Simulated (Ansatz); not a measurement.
C₃H₄BrF, SMILES Br/C(=C/C)F.

Geometry optimised at B3LYP-D3(BJ)/def2-SVP.

Two levels are set side by side: PBE/def2-SVPD (Ansatz, a first-principles code) and PBE0/def2-SVPD (Ansatz). Energy differences of separate SCF runs at the same geometry; the states with an electron removed or added have multiplicity 2 and 2. Differences are taken from unrounded values.

```tsv
quantity	PBE0	PBE	PBE minus PBE0
vertical ionisation energy (eV)	9.31	9.08	-0.23
vertical singlet–triplet gap (eV)	4.12	4.20	0.08
```
